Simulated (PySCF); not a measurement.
Computed shifts of a molecule CH₄FNOSi₂, PBE0/pcSseg-1 run with PySCF, GIAO, gas phase, atoms alike by connectivity averaged where their shifts nearly agree, in ppm (number of nuclei): ¹⁹F: -197.5 (1). ²⁹Si: 13.6 (1), -36.2 (1). ¹⁵N: 265.9 (1). ¹³C: 174.5 (1). ¹H: 7.89 (1), 5.98 (1), 5.00 (1), 4.73 (1). References: ¹⁹F against CFCl3 (σ = 167.2 ppm); ²⁹Si against TMS (σ = 352.7 ppm); ¹⁵N against NH3 (σ = 267.4 ppm); ¹³C against TMS (σ = 186.3 ppm); ¹⁷O against H2O (σ = 334.2 ppm); ¹H against TMS (σ = 31.56 ppm), references at their B3LYP-D3(BJ)/def2-TZVP geometries, non-relativistic. The structure is a stationary point at r2SCAN-D4/def2-SVP. Other conformers were not sampled.

Which molecule gave these data?
(A) F[Si@@H]1N=C([SiH3])O1
(B) F[Si@H]1N=CO[SiH2]1
(C) F[Si@]1([SiH3])N=CO1
(D) O=C=N[SiH2][SiH2]F

B, F[Si@H]1N=CO[SiH2]1
